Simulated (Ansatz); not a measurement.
The same path of C$_{2}$H$_{3}$BF$_{2}$ (8 atoms, charge 0, multiplicity 1) was run twice with different band settings. The coordinate that changes most is the dihedral C1–C2–B3–F4.

All numbers below come from RKS PBE0-D4/def2-SVP (Ansatz).

Relaxed end points:

```xyz
8
Properties=species:S:1:pos:R:3
C -0.090 0.511 1.144
C -0.503 -0.204 0.089
B 0.395 -0.391 -1.158
F -0.003 -1.093 -2.205
F 1.603 0.145 -1.228
H -0.710 0.655 2.035
H 0.898 0.985 1.155
H -1.497 -0.664 0.111
```

```xyz
8
Properties=species:S:1:pos:R:3
C -0.095 0.522 1.140
C -0.500 -0.208 0.092
B 0.398 -0.398 -1.155
F 1.597 0.157 -1.235
F 0.009 -1.122 -2.190
H -0.715 0.668 2.030
H 0.887 1.006 1.144
H -1.489 -0.680 0.118
```

Common settings: spring 5.0 eV/Å²; optimiser quadratic models (default); start path IDPP; force threshold 0.05 eV/Å; end points relaxed.

| run | movable images | climbing image | iteration limit |
| --- | --- | --- | --- |
| 1 | 9 | yes | 42 |
| 2 | 8 | no | 60 |

(1) What does each run give, and how far can it be trusted?

## Answers

(1) Run 1: converged after 6 iterations, highest image 0.244 eV above the first end. A vibrational analysis at the climbing image gives one clearly imaginary mode, 133i cm⁻¹: a first-order saddle point.
Run 2: converged after 6 iterations, highest image 0.236 eV above the first end. No image climbed, so the highest image needn't sit at the top of the path.
